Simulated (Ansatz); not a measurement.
Cost and result for the atomization energy of CH5AlSn (`[CH2]1[AlH][SnH2]1`) (8 atoms, 8 bonds).

Charge 0, multiplicity 1. Correlated methods include outer-core shells of Sn, which these sets cover unevenly. Sn takes the def2 core potential. All single points use the PBE0-D4/def2-TZVP geometry. Program: Ansatz. All runs use 2 threads of an Intel Xeon Platinum 8259CL on a shared host. Times are those of one run each, without the atoms' runs, and a repeat can differ threefold. Electronic energies, without spin–orbit coupling; frozen cores. CCSD(T)/CBS adds CCSD(T) − MP2 in def2-TZVPP to the MP2 limit, and its time is that of the two runs behind it. T1 = 0.014. With those shells the extrapolation isn't a true limit. HSE06 is the plane-wave form, built on full-range PBE exchange.

CCSD(T)/CBS is a level of theory with its own doubt, some kJ/mol a heavy atom from the limit and from the frozen cores, so smaller differences don't rank the functionals.

```json
{"level": "LDA (SPW92)/def2-TZVPP", "functions": "193", "wall time": "2.8 s", "atomization (kcal/mol)": "590.7", "difference from CCSD(T)/CBS": "66.7", "per bond": "8.3"}
{"level": "revPBE-D4/def2-TZVPP", "functions": "193", "wall time": "3.8 s", "atomization (kcal/mol)": "509.0", "difference from CCSD(T)/CBS": "-15.0", "per bond": "-1.9"}
{"level": "CCSD(T)/def2-SVP", "functions": "83", "wall time": "5.5 s", "atomization (kcal/mol)": "484.9", "difference from CCSD(T)/CBS": "-39.1", "per bond": "-4.9"}
{"level": "HSE06-D4/def2-TZVPP", "functions": "193", "wall time": "5.5 s", "atomization (kcal/mol)": "516.3", "difference from CCSD(T)/CBS": "-7.7", "per bond": "-1.0"}
{"level": "r2SCAN-D4/def2-TZVPP (with forces)", "functions": "193", "wall time": "7.5 s", "atomization (kcal/mol)": "521.9", "difference from CCSD(T)/CBS": "-2.1", "per bond": "-0.3"}
{"level": "CAM-B3LYP-D4/def2-TZVPP", "functions": "193", "wall time": "7.5 s", "atomization (kcal/mol)": "517.8", "difference from CCSD(T)/CBS": "-6.2", "per bond": "-0.8"}
{"level": "r2SCANh-D4/def2-TZVPP", "functions": "193", "wall time": "8 s", "atomization (kcal/mol)": "519.2", "difference from CCSD(T)/CBS": "-4.8", "per bond": "-0.6"}
{"level": "B2PLYP/def2-TZVPP", "functions": "193", "wall time": "9.5 s", "atomization (kcal/mol)": "509.8", "difference from CCSD(T)/CBS": "-14.2", "per bond": "-1.8"}
{"level": "B97M-V/def2-TZVPP", "functions": "193", "wall time": "13 s", "atomization (kcal/mol)": "531.4", "difference from CCSD(T)/CBS": "7.4", "per bond": "0.9"}
{"level": "ωB97X-V/def2-TZVPP", "functions": "193", "wall time": "15 s", "atomization (kcal/mol)": "522.8", "difference from CCSD(T)/CBS": "-1.2", "per bond": "-0.1"}
{"level": "MP2/def2-QZVPP", "functions": "359", "wall time": "29 s", "atomization (kcal/mol)": "514.4", "difference from CCSD(T)/CBS": "-9.6", "per bond": "-1.2"}
{"level": "CCSD(T)/def2-TZVPP", "functions": "193", "wall time": "76 s", "atomization (kcal/mol)": "509.2", "difference from CCSD(T)/CBS": "-14.8", "per bond": "-1.8"}
{"level": "CCSD(T)/CBS(def2)", "functions": "–", "wall time": "100 s", "atomization (kcal/mol)": "524.0", "difference from CCSD(T)/CBS": "0.0", "per bond": "0.0"}
```

From BLYP to BHLYP (50 % exact exchange), in def2-TZVPP and without D4, the atomization energy moves by −2.7 kcal/mol: exact exchange takes away binding that semilocal exchange gives to molecules. The D4 term adds +6.0 kcal/mol with B3LYP and +3.1 kcal/mol with PBE0; it sums over pairs of atoms, weighted by their polarisabilities, and B3LYP, whose exchange is more repulsive, gets the larger term. In def2-TZVPP, CCSD(T) changes the Hartree–Fock value by +140.5 kcal/mol (the triples alone add +8.4 kcal/mol) and MP2 by +136.9 kcal/mol; breaking electron pairs costs correlation energy, which Hartree–Fock lacks.

B3LYP here is the variant with VWN-RPA as its local correlation; programs differ in this.

Spin–orbit coupling would lower the free Sn atoms strongly, and the atomization energy with them, by more than many differences here. For some Ge, Se and Sn compounds the MP2-based and the directly extrapolated limit differ by 10 to 25 kJ/mol.
